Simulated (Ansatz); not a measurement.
Gas-phase electronic energies from Ansatz, PBE0-D4/def2-TZVP geometries. CBS: MP2 limit from def2 TZ/QZ plus the TZ coupled-cluster correction, frozen cores. This one scheme is used for every species. Each species was taken in one conformer, which may not be the lowest.

Consider the redistribution: `[CH3][Al]([SH])[SH]` + `C1N[SiH2]S1` → `[SH][AlH][SH]` + `C[SiH]1NCS1`.

`[CH3][Al]([SH])[SH]`:

Z-matrix (Å, degrees):
```
C
Al 1 1.943
H 1 1.094 2 110.8
H 1 1.094 2 110.5 3 -118.7
H 1 1.092 2 112.2 3 120.8
S 2 2.185 1 122.4 3 54.8
S 2 2.185 1 123.8 3 -125.4
H 6 1.344 2 92.6 1 -0.2
H 7 1.344 2 92.8 1 0.2
```

`C1N[SiH2]S1`:

Z-matrix (Å, degrees):
```
C
S 1 1.851
N 1 1.451 2 100.7
H 1 1.094 2 109.3 3 120.2
H 1 1.094 2 109.3 3 -119.9
Si 2 2.135 1 75.5 3 -5.0
H 3 1.005 1 119.1 2 161.3
H 6 1.491 2 116.5 1 -112.4
H 6 1.488 2 116.6 1 120.2
```

`[SH][AlH][SH]`:

Z-matrix (Å, degrees):
```
Al
S 1 2.178
S 1 2.178 2 116.1
H 1 1.576 2 122.0 3 180.0
H 2 1.344 1 92.3 3 180.0
H 3 1.345 1 92.3 2 180.0
```

`C[SiH]1NCS1`:

```xyz
12

C    -1.780   -0.569    0.790
Si   -0.387   -0.411   -0.425
N     0.549    1.034   -0.374
C     1.881    0.487   -0.183
S     1.489   -1.299    0.098
H    -2.160   -1.595    0.800
H    -2.608    0.087    0.506
H    -1.451   -0.307    1.797
H    -0.918   -0.796   -1.767
H     0.461    1.900   -0.878
H     2.528    0.581   -1.059
H     2.396    0.889    0.694
```

```
              species  CCSD(T)/def2-TZVPP energy (Eh)
`[CH3][Al]([SH])[SH]`                     -1078.61061
        `C1N[SiH2]S1`                      -782.51764
      `[SH][AlH][SH]`                     -1039.35297
        `C[SiH]1NCS1`                      -821.77802
```

Task: Work out ΔE.

Result: ΔE = (-1039.35297) + (-821.77802) − (-1078.61061) − (-782.51764) = -0.00274 Eh = -7.2 kJ/mol. CCSD(T)/CBS gives -6.6 kJ/mol.

Largest T1 diagnostic among the species: 0.011.
